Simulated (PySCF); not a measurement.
Series: cyclo[n]carbon rings. Isolated molecules, 0 K electronic values unless said otherwise. Each species was relaxed from one start; no search for lower structures was made at this level. Strings in code marks are SMILES.

Method: PBE-D3(BJ)/def2-SVP // CAM-B3LYP-D3(BJ)/def2-SVP (PySCF). All candidates: neutral, multiplicity 1. 

```yaml
HOMO–LUMO gap: 2.89 eV
LUMO: -3.44 eV
HOMO: -6.33 eV
```

Problem. Identify which member has these values.
A. cyclo[18]carbon `c1c#cc#cc#cc#cc#cc#cc#cc#cc#1`
B. cyclo[14]carbon `c1c#cc#cc#cc#cc#cc#cc#1`
C. cyclo[30]carbon `c1c#cc#cc#cc#cc#cc#cc#cc#cc#cc#cc#cc#cc#cc#cc#1`
D. cyclo[12]carbon `C1#CC#CC#CC#CC#CC#C1`

Solution. B, cyclo[14]carbon `c1c#cc#cc#cc#cc#cc#cc#1`. The others give cyclo[30]carbon `c1c#cc#cc#cc#cc#cc#cc#cc#cc#cc#cc#cc#cc#cc#cc#1`: 1.82 eV, -4.14 eV, -5.96 eV; cyclo[18]carbon `c1c#cc#cc#cc#cc#cc#cc#cc#cc#1`: 2.46 eV, -3.69 eV, -6.15 eV; cyclo[12]carbon `C1#CC#CC#CC#CC#CC#C1`: 1.23 eV, -4.39 eV, -5.62 eV
